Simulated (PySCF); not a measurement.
C₃H₇BF₂Ge.
Structure used (PBE0-D3(BJ)/def2-SVP), in Å, numbered top down from 1:
```xyz
14
C3H7BF2Ge angstrom
F      2.560   -0.372   -1.069
B      2.380   -0.200    0.228
F      3.471   -0.165    0.971
Ge     0.463    0.010    0.986
C     -0.659    1.259   -0.075
C     -1.145    0.044   -0.897
C     -0.881   -1.131    0.074
H      0.445    0.106    2.524
H     -0.196    2.078   -0.643
H     -1.452    1.677    0.563
H     -2.186    0.118   -1.257
H     -0.510   -0.071   -1.790
H     -0.587   -2.086   -0.383
H     -1.731   -1.310    0.751
```

Level: CAM-B3LYP/def2-SVPD in PySCF, non-relativistic, on one gas-phase PBE0-D3(BJ)/def2-SVP geometry that isn't relaxed in the solvent. The solvent is an IEF-PCM continuum (Bondi radii, 1.10 Å for H, scaled by 1.2), and excitations are vertical TDDFT with non-equilibrium linear response and a frozen core. Specific hydrogen bonds and non-electrostatic terms are outside this model. Spin–orbit coupling is left out although an atom past zinc is present.

Gas-phase singlets (H = HOMO, L = LUMO):

| state | E (eV) | λ (nm) | f | leading configurations |
| --- | --- | --- | --- | --- |
| S1 | 5.697 | 218 | 0.036 | H→L 94% |
| S2 | 6.260 | 198 | 0.144 | H-1→L 96% |
| S3 | 6.517 | 190 | 0.000 | H-2→L 90% |
| S4 | 7.334 | 169 | 0.025 | H→L+1 71%, H→L+2 24% |
| S5 | 7.453 | 166 | 0.004 | H-1→L+1 62%, H-1→L+2 32% |

Task: How does the list change in cyclohexane (ε = 2.017)?

Result: 
```csv
state,E (eV),λ (nm),f,leading configurations,change by rank (eV)
S1,5.668,219,0.048,H→L 94%,-0.029
S2,6.180,201,0.195,H-1→L 97%,-0.080
S3,6.504,191,0.000,H-2→L 89%,-0.013
S4,7.316,169,0.040,"H→L+1 71%, H→L+2 24%",-0.018
S5,7.435,167,0.004,"H-1→L+1 58%, H-1→L+2 35%",-0.018
```

Task: How do the frontier levels move from gas to cyclohexane?

Result: 
```json
{"orbital": "LUMO+2", "gas (eV)": "1.41", "solvent (eV)": "1.50", "change (eV)": "+0.09"}
{"orbital": "LUMO+1", "gas (eV)": "0.94", "solvent (eV)": "1.00", "change (eV)": "+0.06"}
{"orbital": "LUMO", "gas (eV)": "-0.17", "solvent (eV)": "-0.08", "change (eV)": "+0.09"}
{"orbital": "HOMO", "gas (eV)": "-9.13", "solvent (eV)": "-9.03", "change (eV)": "+0.10"}
{"orbital": "HOMO-1", "gas (eV)": "-9.32", "solvent (eV)": "-9.21", "change (eV)": "+0.11"}
{"orbital": "HOMO-2", "gas (eV)": "-10.18", "solvent (eV)": "-10.09", "change (eV)": "+0.09"}
{"orbital": "HOMO-3", "gas (eV)": "-11.18", "solvent (eV)": "-11.06", "change (eV)": "+0.12"}
```

The HOMO–LUMO gap goes from 8.96 to 8.94 eV.

The run took 80 s wall on Arm Neoverse N1, one thread, shared host, and the process peaked at 1.2 GiB of memory. This is the whole response run at CAM-B3LYP/def2-SVPD in cyclohexane, SCF included.
